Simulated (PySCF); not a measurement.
## Vibration and rotation of PbF⁺

RHF-CCSD(T) constants of PbF⁺, ¹Σ⁺ (singlet), closed shell (PySCF, scalar-relativistic core potentials, basis sets Pb def2-SVPD with ECP60, F def2-SVPD; masses 207.9766 and 18.9984 u):

```
ωe   : 606.6 cm⁻¹
ωexe : 2.14 cm⁻¹
Be   : 0.2379 cm⁻¹
αe   : 0.00121 cm⁻¹
```

Problem. What force constant and bond length do these constants imply?

Solution. Reduced mass μred = 17.408 u; k = 5.8918×10⁻⁷·μred·ωe² (u, cm⁻¹, mdyn/Å) = 3.77 mdyn/Å; Re = √(16.8576/(μred·Be)) (u, cm⁻¹, Å) = 2.018 Å.

Problem. Estimate the centrifugal constant D from the Kratzer relation and find the Dunham coefficient a1.

Solution. D = 4Be³/ωe² = 1.46e-07 cm⁻¹; a1 = −1 − αeωe/(6Be²) = -3.16.

Correlated steps freeze 5 core orbitals. These are scalar-relativistic numbers at best; spin–orbit coupling would shift them, the dissociation energy most.
